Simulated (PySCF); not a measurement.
Job file and geometry (Å, from GFN2-xTB) of an NMR shielding run on `B1[Si@H](C[SiH3])[SiH2][SiH2][SiH2]1`, CH₁₃BSi₅, PySCF 2.14.0, density-fitted response routines, GIAO PBE0/pcSseg-1 NMR shielding, non-relativistic, gas phase; density fitting, a coarse starting grid and PySCF grid level 2 are the driver's defaults:

```
$ OMP_NUM_THREADS=1 python probes_run.py task.json out

{"job": {"kind": "nmr", "xc": "PBE0", "basis": "pcSseg-1"}, "charge": 0, "multiplicity": 1}
Si     2.930003    -0.169908    -0.422868
C      2.092660     0.786666     0.980832
Si     0.177004     0.885549     0.881270
B     -0.576800     1.369694    -0.859203
Si    -2.432933     0.912970    -1.217787
Si    -2.383072    -1.335668    -0.475696
Si    -0.777087    -1.260136     1.216544
H      2.807104     0.571748    -1.681126
H      2.282025    -1.477749    -0.585527
H      4.354328    -0.371264    -0.138599
H      2.373051     0.330431     1.931406
H      2.501420     1.797943     1.004821
H     -0.200832     1.702957     2.062745
H      0.149763     1.554546    -1.766466
H     -3.477132     1.569159    -0.406002
H     -2.969067     1.046680    -2.584857
H     -3.705026    -1.859428    -0.108932
H     -1.972371    -2.249784    -1.553893
H      0.176636    -2.378372     1.159898
H     -1.354822    -1.415356     2.560404
```

Question: What does the program print?

Answer: 
```
coarse grid: 18352 points
cycle   1  E = -1517.3714094130  dE =  1.090e-01  |g| = 3.483e-01  |ddm| = 4.047e+00
cycle   2  E = -1517.3582505245  dE =  1.316e-02  |g| = 4.019e-01  |ddm| = 7.085e-01
cycle   3  E = -1517.4026328993  dE = -4.438e-02  |g| = 4.875e-02  |ddm| = 4.668e-01
cycle   4  E = -1517.4033358843  dE = -7.030e-04  |g| = 1.203e-02  |ddm| = 8.686e-02
cycle   5  E = -1517.4033780799  dE = -4.220e-05  |g| = 3.776e-03  |ddm| = 2.260e-02
cycle   6  E = -1517.4033830352  dE = -4.955e-06  |g| = 7.941e-04  |ddm| = 7.777e-03
final grid: 151888 points
cycle   7  E = -1517.4393464562  dE = -2.394e-05  |g| = 5.252e-03  |ddm| = 2.682e-02
cycle   8  E = -1517.4393410834  dE =  5.373e-06  |g| = 6.542e-03  |ddm| = 1.497e-02
cycle   9  E = -1517.4393544822  dE = -1.340e-05  |g| = 4.646e-04  |ddm| = 8.980e-03
cycle  10  E = -1517.4393545323  dE = -5.009e-08  |g| = 1.429e-04  |ddm| = 8.485e-04
cycle  11  E = -1517.4393545388  dE = -6.485e-09  |g| = 4.092e-05  |ddm| = 2.671e-04
cycle  12  E = -1517.4393545394  dE = -6.103e-10  |g| = 1.269e-05  |ddm| = 9.083e-05
converged SCF energy = -1517.4393545394

GIAO shielding tensors (ppm)
atom      isotropic    diamagn.    paramagn.     s11        s22        s33       span
  0 Si     425.106     879.854    -454.749    397.737    408.340    469.241     71.504
  1 C      200.766     256.485     -55.719    191.836    200.467    209.994     18.158
  2 Si     421.192     882.142    -460.950    366.345    414.536    482.694    116.350
  3 B      -52.251     201.489    -253.739   -226.717    -85.463    155.429    382.146
  4 Si     453.491     880.664    -427.173    415.994    445.070    499.408     83.415
  5 Si     456.299     880.494    -424.195    418.533    441.972    508.391     89.857
  6 Si     454.402     881.456    -427.054    414.950    441.121    507.135     92.186
  7 H       27.489      29.694      -2.204     24.028     25.681     32.759      8.731
  8 H       27.943      30.114      -2.172     23.802     28.329     31.697      7.895
  9 H       27.635      28.547      -0.911     23.949     25.055     33.901      9.952
 10 H       31.973      31.274       0.699     26.145     29.881     39.893     13.748
 11 H       31.524      30.228       1.297     25.984     28.744     39.846     13.861
 12 H       26.293      30.460      -4.166     21.890     26.347     30.644      8.754
 13 H       16.539      31.347     -14.808     -3.751     25.730     27.638     31.390
 14 H       27.123      29.277      -2.154     23.998     26.026     31.345      7.348
 15 H       27.931      28.911      -0.980     24.557     25.073     34.162      9.605
 16 H       27.844      29.200      -1.356     24.269     25.285     33.979      9.710
 17 H       27.941      29.687      -1.746     24.971     25.645     33.207      8.236
 18 H       27.970      30.226      -2.256     24.240     26.607     33.062      8.822
 19 H       27.692      30.064      -2.372     24.309     25.642     33.126      8.816
```

Size and cost of the density-fitted run: 219 basis functions, 2.2 min wall time on 1 thread of an Intel Xeon, shared host; peak memory 1 GiB.
